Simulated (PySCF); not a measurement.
**How methods differ on the excitation energy of Nb**

Nb [Kr] 4d4 5s1 (6D) → Nb [Kr] 4d3 5s1 5p1 (high-spin determinant), as a difference of total energies. Calculation: PySCF 2.14, in x2c-TZVPPall (8s6p6d2f1g, 79 functions); scalar relativity by spin-free X2C-1e. Correlated levels: valence: [Kr] frozen. The calculations carry no spin-orbit coupling.

| method | excitation energy (eV) |
| --- | --- |
| UHF | 1.534 |
| MP2 (valence) | 2.038 |
| SCS-MP2 (valence) | 1.702 |
| CCSD (valence) | 2.037 |
| CCSD(T) (valence) | 2.049 |

**Question.** How much does correlation contribute at CCSD(T) (valence)?

**Answer.** 2.049 − (1.534) = 0.515 eV, measured against UHF.

The basis was made for the ground configuration and has no added diffuse functions, so the excitation energy can come out too high.

The determinant of the upper state mixes LS terms, which raises its energy above the lowest term, most at the Hartree-Fock and MP2 levels.
